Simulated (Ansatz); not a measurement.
CH5ClO2Si can be A, `OC(O)[SiH2]Cl`, or B, `O[SiH](O)CCl`.

Gas-phase electronic energies from Ansatz, PBE0-D4/def2-TZVP geometries. CBS: MP2 limit from def2 TZ/QZ plus the TZ coupled-cluster correction, frozen cores. DFT in def2-TZVPP. B3LYP here is the variant with VWN-RPA as its local correlation; programs differ in this. One conformer a species, not always the lowest.

Which is lower in electronic energy at CCSD(T)/CBS, and by how much? (Estimate.)

The calculation gave: B, by 49.9 kcal/mol.

Give E(B) − E(A) in kcal/mol with CCSD(T)/def2-TZVPP, PBE0-D4, PBE-D4, r2SCAN-D4, B3LYP-D4, B2PLYP, MP2/def2-TZVPP. (Best estimate.)

Computed: CCSD(T)/def2-TZVPP -48.7, PBE0-D4 -45.4, PBE-D4 -43.3, r2SCAN-D4 -47.7, B3LYP-D4 -47.4, B2PLYP -49.0, MP2/def2-TZVPP -51.2. None reverses the order clearly.

Largest T1 diagnostic: 0.011.

From PBE to PBE0 (25 % exact exchange), in def2-TZVPP and without D4, E(B) − E(A) moves by −2.1 kcal/mol.
